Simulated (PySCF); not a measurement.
**How methods differ on the ionisation energy of Ti**

Ti [Ar] 3d2 4s2 (3F) → Ti⁺ [Ar] 3d2 4s1 (4F), as a difference of total energies. Computed with PySCF 2.14 in cc-pVTZ, with the non-relativistic Hamiltonian (point nucleus). Correlated levels: valence: [Ar] frozen. The calculations carry no spin-orbit coupling.

| method | ionisation energy (eV) | difference from reference (eV) |
| --- | --- | --- |
| UHF | 5.524 | -1.304 |
| BP86 | 6.808 | -0.020 |
| PBE | 6.645 | -0.183 |
| MP2 (valence) | 6.306 | -0.522 |
| SCS-MP2 (valence) | 6.474 | -0.354 |

Reference: 6.828 eV (measured; NIST levels, between the centres of gravity of the two terms).

These non-relativistic numbers lack the scalar-relativistic shift.

Errors of the correlated levels include the incompleteness of this basis and the frozen core.

MP2 underrates the near-degeneracy of ns² with np² in the lower species.
